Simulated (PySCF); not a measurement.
Compound: C4H10Si.
Bonds: C1–C2, C2–C3, C3–Si4, Si4–C5, C1–C5. Hydrogens: H6, H7 on C1; H8, H9 on C2; H10, H11 on C3; H12, H13 on Si4; H14, H15 on C5.

Level of theory: PBE0-D3(BJ)/def2-SVP geometry optimisation, gas phase (PySCF 2.14.0).

Task: Give the optimised bond lengths and angles.

Result: 
| bond | length (Å) |
| --- | --- |
| C1–C2 | 1.532 |
| C3–Si4, Si4–C5 | 1.902 |
| C1–C5, C2–C3 | 1.538 |
| C1–H6 and 3 like bonds | 1.104 |
| C3–H10 and 3 like bonds | 1.102 |
| Si4–H12, Si4–H13 | 1.497 |

Bonds in one row agree within 0.01 Å and their mean is given. A selection of angles:
| angle | degrees |
| --- | --- |
| C2–C1–C5 | 108.8 |
| C2–C1–H6 | 111.4 |
| C2–C1–H7 | 108.7 |
| C5–C1–H6 | 112.0 |
| C5–C1–H7 | 109.4 |
| H6–C1–H7 | 106.4 |
| C2–C3–Si4 | 103.2 |
| C2–C3–H10 | 110.3 |
| C2–C3–H11 | 112.9 |
| Si4–C3–H10 | 108.9 |
| Si4–C3–H11 | 114.4 |
| H10–C3–H11 | 107.0 |
| C3–Si4–C5 | 95.3 |
| C3–Si4–H12 | 113.1 |
| H12–Si4–H13 | 107.8 |
| Si4–C5–H14 | 114.5 |

Torsions: C5–C1–C2–C3 51° (synclinal); C1–C2–C3–Si4 -37° (synclinal); C2–C3–Si4–C5 14° (synperiplanar); C3–Si4–C5–C1 12° (synperiplanar); C2–C1–C5–Si4 -36° (synclinal). The mirror-image conformer, all signs reversed, is as good.

Si4 (SiH2 silicon) has angles from 95.3° to 113.9°. The 5-membered ring C1–C2–C3–Si4–C5 has internal angles of 95.3° to 108.8°; it is puckered, 0.19 Å rms from its mean plane, widest ring torsion 51°.

Point group: C2 (tolerance 0.08 Å). No PBE0-D3(BJ)/def2-SVP frequencies stand behind this structure, so it isn't proved a minimum. The numbers are those of one conformer.

Hardware: one thread of an Arm Neoverse V2 (shared host). Cost: 29 s of wall time, 0.51 GiB resident at most. This is the geometry optimisation.
